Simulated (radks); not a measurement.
All-electron atom: N2+ in 1s1.75 2s2 2p1 3d0.25 (fractional occupations, a model configuration).

All-electron calculation, scalar-relativistic Kohn-Sham, r2SCAN, spin-polarised, spherical densities, finite nucleus; open shells are filled with parallel spins first; meta-GGA in the generalised Kohn-Sham scheme; Fermi nuclear charge, rms radius 2.5582 fm. Program: a radial shooting solver on a logarithmic mesh with Libxc functionals.

Energy parts (eV):
total: -1333.537
kinetic: 1332.017
electron-nucleus: -2970.362
Hartree: 446.636
exchange-correlation: -141.827

Orbitals (lengths in bohr, moments of r in powers of bohr; r(max) is where P^2 peaks):
orbital  occ.  eigenvalue (eV)  r(max)     <r>   <1/r>
1s up       1        -450.7799  0.1470  0.2259   6.726
1s down  0.75        -442.8051  0.1473  0.2263   6.713
2s up       1         -55.6382  0.9230   1.121   1.293
2s down     1         -52.0940  0.9399   1.148   1.255
2p up       1         -43.1680  0.8176   1.071   1.207
2p down     0         -39.3793  0.8500   1.109   1.167
3s up       0         -14.3573   3.063   3.417  0.3991
3p up       0         -11.8508   3.308   3.699  0.3612
3d up    0.25          -9.0062   3.291   3.839  0.3127

The highest occupied level is 3d up at -9.006 eV. The configuration is held as typed, so some empty levels lie below it. The spin density at the nucleus is 26.60 e/bohr^3 (1s 26.09, 2s 0.51). The density falls to 0.001 e/bohr^3 at r = 2.87 bohr. Spin moment in Bohr magnetons: 1.5. Summed over all electrons, <r^2> = 8.852 bohr^2, which gives a Langevin (diamagnetic) susceptibility term of -7.01 x 10^-6 cm^3/mol.
